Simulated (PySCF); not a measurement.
Ionisation energy of Tl(45+) by level of theory

Tl(45+) [Kr] (1S) → Tl(46+) [Ar] 3d10 4s2 4p5 (2P), as a difference of total energies. All numbers are calculated (PySCF 2.14, scalar relativity by spin-free X2C-1e, in an even-tempered Gaussian basis (18 s from 5.4 bohr⁻², ratio 2.5; 14 p from 7 bohr⁻², ratio 2.5; 8 d from 12 bohr⁻², ratio 2.5; 4 f from 37 bohr⁻², ratio 2.7; 4 g from 56 bohr⁻², ratio 2.7)). Correlated levels: outer shells: [Ne] frozen; virtual orbitals above 40 to 60 times the deepest correlated orbital energy dropped. The calculations carry no spin-orbit coupling.

```csv
method,ionisation energy (eV)
UHF,2492.7
LDA,2494.5
PBE,2493.9
PBE0,2494.1
r2SCAN,2494.7
B3LYP,2494.3
revPBE,2493.7
MP2 (outer shells),2494.4
SCS-MP2 (outer shells),2494.2
```

A first-order spin-orbit estimate (lowest level to lowest level, LS coupling) adds -46.013 eV.

Breit and QED terms and the two-electron picture change are absent.

For comparison: 2447 ± 4 eV (theoretical estimate listed by NIST; NIST Atomic Spectra Database, ionization energies).
